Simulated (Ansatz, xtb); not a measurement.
Cl3FSi2: where a starting geometry ends

The starting geometry of this gas-phase singlet has its atoms placed at random.

| atom | x (Å) | y (Å) | z (Å) |
| --- | --- | --- | --- |
| Cl | 0.8842 | -0.0001 | -1.7741 |
| Cl | -0.3266 | 0.7454 | 0.4316 |
| Cl | -1.0840 | -0.8413 | -0.3060 |
| F | 0.2155 | 0.9344 | -0.9126 |
| Si | 0.1817 | -0.6927 | 1.5171 |
| Si | -0.9668 | 0.4224 | -1.6895 |

Guess where an optimisation with r2SCAN-D4/def2-SVP ends from this start.

It ends as a structure with Cl3 bridging Si5 and Si6, F4 bridging Si5 and Si6, given below by its coordinates. Distances that change by over a tenth: Cl1–Si6 (1.90 → 2.11 Å), Cl2–Si5 (1.87 → 2.10 Å), Cl3–Si6 (1.88 → 2.40 Å), F4–Si6 (1.50 → 1.88 Å). Contacts that open: Cl1–F4 (1.44 → 2.90 Å), Cl2–Cl3 (1.91 → 3.39 Å), Cl2–F4 (1.46 → 2.92 Å), Cl2–Si6 (2.24 → 4.22 Å). Contacts that close: F4–Si5 (2.92 → 1.88 Å).

The energy falls by 35.92 eV over 22 steps:

| step | E − E(last) (eV) |
| --- | --- |
| 1 | 35.924 |
| 3 | 10.206 |
| 6 | 1.564 |
| 8 | 0.479 |
| 10 | 0.335 |
| 13 | 0.297 |
| 15 | 0.253 |
| 17 | 0.126 |
| 20 | 0.001 |
| 22 | 0.000 |

Final geometry (Å):

```xyz
6

Cl    0.9771   -0.7544   -2.7644
Cl   -0.8424    1.1573    2.0819
Cl   -1.2680   -1.2136   -0.3038
F     0.2736    1.0683   -0.6148
Si    0.4463   -0.0154    0.9154
Si   -0.6825    0.3258   -2.0477
```

From the same start GFN2-xTB ends elsewhere, differing in Cl3–Si6 (3.51 against 2.40 Å here), F4–Si5 (3.06 against 1.88 Å here), Si5–Si6 (2.25 against 3.19 Å here).

From so rough a start the end depends on the optimiser's path, so another program may land elsewhere. The end wasn't checked by frequencies. Run with Ansatz 0.2.0, 96 s on 2 threads of AMD EPYC 7R43 64-Core Processor (Zen 3) (shared host).
